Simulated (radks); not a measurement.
Q: The mean radii <r> (bohr) of the occupied orbitals of an atom or ion are listed with their occupations. All-electron calculation, scalar-relativistic Kohn-Sham, PBEsol, spin-polarised, spherical densities, finite nucleus; Fermi nuclear charge, rms radius of each element as measured or else 0.836 A^(1/3) + 0.57 fm. Program: a radial shooting solver on a logarithmic mesh with Libxc functionals.

| orbital | occ. | <r> |
|---|---|---|
| 1s up | 1 | 0.02967 |
| 1s down | 1 | 0.02965 |
| 2s up | 1 | 0.1242 |
| 2s down | 1 | 0.1244 |
| 2p up | 3 | 0.1075 |
| 2p down | 1 | 0.1077 |

Name the element and its charge. Open shells, if any, are filled with parallel spins first.

A: Z = 49, indium, charge +41: In41+ in [He] 2s2 2p4. The 1s radius gives Z: for a bare nucleus <r> = (2 gamma + 1)/(2Z) with gamma = sqrt(1 - (Z/c)^2), 0.02926 bohr for Z = 49, and screening makes it slightly larger (0.02967 here). The occupations add up to 8, and the charge is Z minus that.
